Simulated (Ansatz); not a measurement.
Two members of one family (Rs-MgO), computed with Ansatz in the gas phase. The two geometries come from different levels. Binding counts from free atoms in the multiplicity of their measured ground term, without zero-point energy. Sets without diffuse functions give affinities that are too small. The structures are stationary points that may keep the symmetry of their start. Remarks come from the PBE and PBE0 runs and from stability tests at other levels; not every state was tested. A HOMO above zero means that the electron is unbound at that level and held by the basis, or that self-interaction error raises the level; the energy of removing that electron tells which. HOMO above LUMO (over both spins in singlets and doublets, within one spin in higher multiplets; at PBE or PBE0), or a gap under 0.15 eV within one spin, warns that the state may not be the lowest or that an electron is smeared out.

First: 1x4x4 MgO rock-salt block, 1x4x4 (singlet, charge 0, PBE-D4/def2-SVP geometry).

Cartesian coordinates in Å:
```
Mg 3.8176 -0.1600 0.5015
O 2.7073 -1.5852 0.0808
Mg 1.2148 -2.8176 0.2230
O -0.1784 -3.9536 0.8070
O 2.8234 1.3192 -0.0068
Mg 1.3816 -0.0920 -0.5884
O -0.0626 -1.4314 -0.5440
Mg -1.4614 -2.6864 0.2391
Mg 1.4599 2.6978 -0.0627
O 0.0685 1.3770 -0.7603
Mg -1.3753 0.0342 -0.5995
O -2.8325 -1.3203 0.0937
O 0.1736 4.0080 0.3746
Mg -1.2145 2.8263 -0.1176
O -2.6982 1.5786 -0.0886
Mg -3.8237 0.2055 0.4482
```

| level | HOMO (eV) | LUMO (eV) | gap (eV) | vertical IE (eV) | vertical EA (eV) | vertical triplet (eV) | binding per atom (eV) |
| --- | --- | --- | --- | --- | --- | --- | --- |
| PBE-D4/def2-SVP | -3.94 | -3.48 | 0.46 | 6.13 | 2.16 | 1.29 | 3.99 |
| PBE0-D4/def2-SVP | -5.08 | -2.81 | 2.27 | 6.43 | 1.94 | 1.92 | 3.79 |

Remarks: gap within one spin near zero at PBE or PBE0 (+1 doublet), gap within one spin near zero at PBE or PBE0 (-1 doublet), gap within one spin near zero at PBE or PBE0 (triplet).

Second: 2x2x4 MgO rock-salt block, 2x2x4 (singlet, charge 0, r2SCAN-D4/def2-SVP geometry).

Cartesian coordinates in Å:
```
Mg 1.089 -1.530 2.547
O -0.303 -1.289 1.230
Mg -1.530 -0.840 -0.197
O -2.804 -0.418 -1.631
O 2.568 -1.568 1.281
Mg 1.290 -1.181 -0.159
O 0.052 -0.830 -1.605
Mg -1.304 -0.291 -2.869
O 1.292 0.357 2.983
Mg -0.010 0.780 1.574
O -1.312 1.225 0.214
Mg -2.476 1.476 -1.307
Mg 2.691 0.346 1.629
O 1.562 0.895 0.161
Mg 0.249 1.241 -1.217
O -1.057 1.628 -2.633
```

Problem. What does the change do? Estimate second minus first.

Solution. 
| level | Δ HOMO (eV) | Δ LUMO (eV) | Δ gap (eV) | Δ vertical IE (eV) | Δ vertical EA (eV) | Δ vertical triplet (eV) | Δ binding per atom (eV) |
| --- | --- | --- | --- | --- | --- | --- | --- |
| PBE-D4/def2-SVP | -0.81 | 1.10 | 1.91 | 0.75 | -1.08 | 1.24 | 0.18 |
| PBE0-D4/def2-SVP | -1.07 | 1.21 | 2.28 | 1.11 | -1.22 | 1.43 | 0.21 |

Remarks: gap within one spin near zero at PBE or PBE0 (+1 doublet), HOMO above zero (-1 doublet), gap within one spin near zero at PBE or PBE0 (triplet).
